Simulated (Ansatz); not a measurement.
C₂H₆GeOS (`[OH][GeH]1[CH2]S[CH2]1`), charge 0, multiplicity 1.

Task: Give a relaxed structure at PBE0-D4/def2-TZVP (Ansatz). (An estimate is asked.)

Result: Computed: 
Z-matrix (Å, degrees):
```
Ge
C 1 1.970
S 1 2.694 2 42.7
O 1 1.779 2 117.3 3 128.8
C 1 1.970 2 84.3 3 10.9
H 1 1.534 2 116.9 3 -106.5
H 2 1.091 1 114.8 3 -114.8
H 2 1.090 1 116.5 3 115.4
H 4 0.960 1 112.9 2 -49.1
H 5 1.090 1 116.5 2 -126.3
H 5 1.091 1 114.8 2 103.9
```
Point group Cs.
This is one stationary point; other conformers may exist.
